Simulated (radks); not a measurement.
Species: Lu+. Configuration: [Kr] 4d10 4f14 5s2 5p4 6s2 7s2 (not the ground configuration).

Method: scalar-relativistic Kohn-Sham, PBE, spin-unpolarised, spherical densities, point nucleus; computed with a radial shooting solver on a logarithmic mesh with Libxc functionals.

Energy parts (Ry):
part                       energy
total                 -29119.7981
kinetic                31824.1532
electron-nucleus      -71624.8032
Hartree                11278.9741
exchange-correlation    -598.1223

Orbitals (lengths in bohr, moments of r in powers of bohr; r(90%) holds 90 % of the orbital's charge):
[
 {"orbital": "1s", "occ.": "2", "eigenvalue (Ry)": "-4650.749", "r(90%)": "0.0351", "<r>": "0.01932", "<r^2>": "0.0005119"},
 {"orbital": "2s", "occ.": "2", "eigenvalue (Ry)": "-793.4423", "r(90%)": "0.127", "<r>": "0.08182", "<r^2>": "0.007917"},
 {"orbital": "2p", "occ.": "6", "eigenvalue (Ry)": "-698.2198", "r(90%)": "0.119", "<r>": "0.07292", "<r^2>": "0.006494"},
 {"orbital": "3s", "occ.": "2", "eigenvalue (Ry)": "-181.4191", "r(90%)": "0.312", "<r>": "0.2126", "<r^2>": "0.05166"},
 {"orbital": "3p", "occ.": "6", "eigenvalue (Ry)": "-152.8483", "r(90%)": "0.317", "<r>": "0.2123", "<r^2>": "0.05225"},
 {"orbital": "3d", "occ.": "10", "eigenvalue (Ry)": "-118.5770", "r(90%)": "0.299", "<r>": "0.1924", "<r^2>": "0.04343"},
 {"orbital": "4s", "occ.": "2", "eigenvalue (Ry)": "-37.80874", "r(90%)": "0.687", "<r>": "0.4781", "<r^2>": "0.2582"},
 {"orbital": "4p", "occ.": "6", "eigenvalue (Ry)": "-28.44222", "r(90%)": "0.739", "<r>": "0.5082", "<r^2>": "0.2939"},
 {"orbital": "4d", "occ.": "10", "eigenvalue (Ry)": "-16.22855", "r(90%)": "0.824", "<r>": "0.5480", "<r^2>": "0.3485"},
 {"orbital": "5s", "occ.": "2", "eigenvalue (Ry)": "-6.52466", "r(90%)": "1.64", "<r>": "1.146", "<r^2>": "1.474"},
 {"orbital": "5p", "occ.": "4", "eigenvalue (Ry)": "-4.25503", "r(90%)": "1.93", "<r>": "1.328", "<r^2>": "1.990"},
 {"orbital": "4f", "occ.": "14", "eigenvalue (Ry)": "-2.80695", "r(90%)": "1.19", "<r>": "0.6997", "<r^2>": "0.6293"},
 {"orbital": "6s", "occ.": "2", "eigenvalue (Ry)": "-1.41347", "r(90%)": "3.91", "<r>": "2.744", "<r^2>": "8.416"},
 {"orbital": "7s", "occ.": "2", "eigenvalue (Ry)": "-0.45842", "r(90%)": "8.22", "<r>": "5.921", "<r^2>": "38.74"}
]

The highest occupied level is 7s at -6.237 eV. Summed over all electrons, <r^2> = 120.7 bohr^2, which gives a Langevin (diamagnetic) susceptibility term of -95.6 x 10^-6 cm^3/mol. The density falls to 0.001 e/bohr^3 at r = 6.25 bohr.
